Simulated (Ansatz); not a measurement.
Gas-phase electronic energies from Ansatz, PBE0-D4/def2-TZVP geometries. CBS: MP2 limit from def2 TZ/QZ plus the TZ coupled-cluster correction, frozen cores. This one scheme is used for every species. Functionals use def2-TZVPP. HSE06 is defined as in plane-wave codes. Each species was taken in one conformer, which may not be the lowest.

Reaction (formal exchange of groups at a C–F bond): `OC1(F)[SiH2][SiH2]1` + CH₄ → `CC1(O)[SiH2][SiH2]1` + H–F

```csv
level,ΔE (kJ/mol),difference from CCSD(T)/CBS
r2SCAN-D4,-15.0,22.4
r2SCANh-D4,-18.6,18.8
r2SCAN0-D4,-23.4,14.0
ωB97X-V,-18.3,19.1
B2PLYP,-19.8,17.6
r2SCANh,-16.7,20.7
HSE06,-20.1,17.3
BHLYP,-13.5,23.9
HF/def2-SVP,-7.4,30.0
HF/CBS(def2),-13.0,24.4
CCSD(T)/CBS,-37.4,0
```

(1) What do rigid-rotor, harmonic-oscillator terms from PBE0-D4/def2-TZVP frequencies (298.15 K, 1 bar) make of the CCSD(T)/CBS value? (An estimate is asked.)

Largest T1 diagnostic among the species: 0.015.

Answers

(1) Computed: ΔZPE = +0.5 kJ/mol, ΔH = -36.1 kJ/mol, ΔS = 0 J/(mol·K), ΔG = -36.0 kJ/mol.

From PBE to PBE0 (25 % exact exchange), in def2-TZVPP and without D4, ΔE moves by −9.4 kJ/mol. The D4 term adds −9.8 kJ/mol with B3LYP and −5.5 kJ/mol with PBE0; it sums over pairs of atoms, weighted by their polarisabilities, and B3LYP, whose exchange is more repulsive, gets the larger term.

B3LYP here is the variant with VWN-RPA as its local correlation; programs differ in this.
